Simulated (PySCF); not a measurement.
The calculation used delta-SCF UKS SCAN, pcX-2 on the ionised atom, pcseg-1 elsewhere, spin-free X2C in PySCF 2.14.0. Geometries: PBE0-D3(BJ)/def2-SVP; isolated species, one conformer each. Values against the vacuum level.

Problem. Rank by computed C 1s binding energy, lowest first.
A. C2 in `[CH3:1][C:2]([CH3:3])=[C:4]([CH3:5])[CH2:6][B:7]([OH:8])[OH:9]`
B. C1 in `[CH3:1]/[CH:2]=[CH:3]\[N:4]([CH:5]=[O:6])[B:7]([CH3:8])[CH3:9]`
C. C1 in `[CH3:1][O+:2]([CH3:3])[B@H-:4]([C:5]#[N:6])[CH:7]1[CH2:8][CH2:9]1`
D. C6 in `[CH:1]#[C:2][CH2:3][P:4]([CH3:5])[CH:6]1[CH2:7][CH2:8][CH2:9]1`
E. C7 in `[BH3-:1][O+:2]1[CH2:3][C@@H:4]([CH3:5])[CH2:6][C@H:7]1[C:8]#[N:9]`
F. C1 in `[CH3:1][O:2][B:3]([CH:4]=[C:5]([CH3:6])[CH3:7])[O:8][CH3:9]`

Solution. A (289.60 eV), D (290.16 eV), B (290.69 eV), F (291.91 eV), C (293.31 eV), E (294.19 eV).

From the lowest up, the atoms are bonded to: C (double bond) and 2 C (289.60); 2 C, H and P (290.16); C and 3 H (290.69); O and 3 H (291.91); O and 3 H (293.31); O, 2 C and H (294.19).

Problem. Order these sites by rising B 1s binding energy.
A. Boron in `C1[C@@H](C[O+]([BH3-])[C@@H]1C#N)C`
B. Boron in `COB(C=C(C)C)OC`
C. Boron in `C/C=C\N(C=O)B(C)C`
D. Boron in `CC(C)=C(C)CB(O)O`

Solution. A (194.56 eV), C (195.69 eV), B (196.15 eV), D (196.89 eV).

The highest is bonded to 2 O and C, the lowest to O and 3 H; the range is 2.33 eV.

Problem. Rank by computed O 1s binding energy, lowest first.
A. Oxygen in `C/C=C\N(C=O)B(C)C`
B. Oxygen in `CC(C)=C(C)CB(O)O`
C. Oxygen in `COB(C=C(C)C)OC`
D. Oxygen in `[BH3-][O+]1C[C@@H](C)C[C@H]1C#N`
E. Oxygen in `C[O+](C)[B@H-](C#N)C1CC1`

Solution. A (537.23 eV), C (537.88 eV), B (538.78 eV), D (540.50 eV), E (540.83 eV).

From the lowest up, the atoms are bonded to: C (double bond) (537.23); C and B (537.88); H and B (538.78); 2 C and B (540.50); 2 C and B (540.83).

1 of these hole states is spin-contaminated (⟨S²⟩ 0.91, against 0.75; counted from 0.85) and less certain.
